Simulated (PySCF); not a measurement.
## [La(NH3)3]3+ at several levels of theory

Computed with PySCF 2.14.0 (density fitting, no spin-orbit coupling) at the geometry relaxed with PBE0:

```xyz
13
[La(NH3)3]3+ (singlet)
La    0.0000    0.0000   -0.0132
N     2.5638    0.0008    0.0137
H     3.0066   -0.6506    0.6862
H     3.0188   -0.2560   -0.8811
H     3.0111    0.9058    0.2438
N    -1.2826    2.2199    0.0137
H    -0.9398    2.9291    0.6862
H    -1.2877    2.7424   -0.8811
H    -2.2900    2.1548    0.2438
N    -1.2812   -2.2207    0.0137
H    -2.0668   -2.2785    0.6862
H    -1.7311   -2.4864   -0.8811
H    -0.7211   -3.0606    0.2438
```

```
level                                                 basis    state  HOMO (eV)  gap (eV)  charge on La1 (e)  population of f-type functions on La1 (polarisation alone where 4f lies in the core)  dipole about the centre of mass (D)  largest force component (eV/Å)
 PBE0     La lcecp-1-SVP with ECP46, N def2-SVP, H def2-SVP  singlet     -23.66      7.67               1.95                                                                                  0.04                                 0.05                            0.01
B3LYP                                              the same  singlet     -23.36      7.01               1.92                                                                                  0.03                                 0.05                            0.08
 PBE0  La lcecp-1-TZVP with ECP46, N def2-TZVP, H def2-TZVP  singlet     -23.58      7.69               2.13                                                                                  0.06                                 0.04                            0.38
```

In the lcecp rows the 4f levels are missing from HOMO and gap, and the state counts the valence alone.

Charges are Mulliken's, which hang on the basis. The relaxation used the grid (50, 194), these runs (75, 302) or, all-electron (x2c bases, spin-free X2C Hamiltonian), (99, 590).

Question: What does M06-L with La lcecp-1-SVP with ECP46, N def2-SVP, H def2-SVP give here?

Answer: state singlet, HOMO (eV) -22.46, gap (eV) 6.11, charge on La1 (e) 2.03, population of f-type functions on La1 (polarisation alone where 4f lies in the core) 0.03, dipole about the centre of mass (D) 0.04, largest force component (eV/Å) 0.10. Time: 14 s on 2 threads of Arm Neoverse V1, on a shared host, from an already converged density.

In the first row's basis the gap widens with exact exchange: 6.1 eV for M06-L (none); 7.0 to 7.7 eV for B3LYP, PBE0 (a fixed share).

A frequency check found unstable modes (4, the lowest at -37 cm⁻¹), so the relaxed geometry is a saddle point, or these are noise.
